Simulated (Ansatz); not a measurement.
Input for Ansatz (a program for electronic structure): U-MP2/aug-cc-pVTZ on BFH (SMILES [BH]F), 2S+1 = 2, atoms moved off the minimum.

Ansatz 0.2 input:
```yaml
crystal:
  periodic: [false, false, false]
  atoms:
    - {symbol: B, position_ang: [-0.57797148, 0.36681704, 0.07666687]}
    - {symbol: F, position_ang: [0.34598753, -0.06533155, 0.02588036]}
    - {symbol: H, position_ang: [-1.70286588, -0.08935504, -0.04016432]}
basis:
  gaussian:
    orbitals: aug-cc-pVTZ
magnetization: {spin_polarized: true, initial_magnetization: 1}
correlation: {method: mp2, electrons: outside_noble_gas}
scf: {omitted_lower_state_checks: [cluster_reference]}
output: {forces: true}
```

Program output:

```
WARN ansatz: RAYON_NUM_THREADS=1 ignored (pool sized by the plan → 1); use --threads N
Functional definition: HF
these checks for a lower state are left out or cut short: cluster_reference
integrals: 0.07 GiB planned
685 factors; integrals over basis functions are off by at most 1.0e-3 eV
mean field: 0.23 GiB planned
mean field evaluation 1: about -3389.5709 eV, gradient 1.7e1 eV
mean field evaluation 2: about -3389.5718 eV, gradient 1.7e1 eV
mean field evaluation 4: about -3390.6969 eV, gradient 2.0e0 eV
mean field evaluation 8: about -3390.7572 eV, gradient 2.3e-3 eV
mean field -3390.75721570 eV, -124.6080293393 hartree, gradient 3.4e-6 eV, S^2 0.754816; 0 other end points of the search recorded, 0 dependent functions left out
2 core orbitals not correlated
reference -3390.75721570 eV, -124.6080293393 hartree; 6, 5 occupied and 107, 108 virtual orbitals, 685 factors
densities: 0.28 GiB planned
second order -8.82881972 eV of doubles, -0.00000000 eV of singles
the calculation of the forces begins
Total energy: -3399.58603542 eV, -124.9324824795 hartree
Atom 0 at    -0.577971     0.366817     0.076667 Å, force   -31.522628    15.698921     1.906439 eV/Å
Atom 1 at     0.345988    -0.065332     0.025880 Å, force    31.376944   -15.269799    -1.832775 eV/Å
Atom 2 at    -1.702866    -0.089355    -0.040164 Å, force     0.145684    -0.429122    -0.073664 eV/Å
Dipole moment:     0.155904    -0.248351    -0.040477 e Å
Checks for a lower state left out: cluster_reference
```

Self-consistency was reached.

Cost: roughly 3.0 core-seconds.
